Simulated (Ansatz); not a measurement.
A structure relaxed at PBE0-D4/def2-TZVP, charge 0, multiplicity 1:

Cartesian coordinates in Å:
```
O -1.402 -1.436 0.579
C -0.415 -0.634 0.197
N 0.595 -0.946 -0.555
Si 1.003 0.752 -0.456
N -0.396 0.676 0.628
H -1.227 -2.294 0.170
H 0.788 1.565 -1.676
H 2.274 1.139 0.201
H -1.221 1.176 0.912
```

Give its formula and SMILES.

CH4N2OSi, `OC1=N[SiH2]N1`.

Summarise the bond lengths by kind.

1 × C–O 1.327 Å; 1 × H–O 0.967 Å; 2 × C–N 1.297 to 1.379 Å; 2 × N–Si 1.749 to 1.771 Å; 2 × H–Si 1.481 to 1.482 Å; 1 × H–N 1.005 Å.

Program: Ansatz 0.2.0.
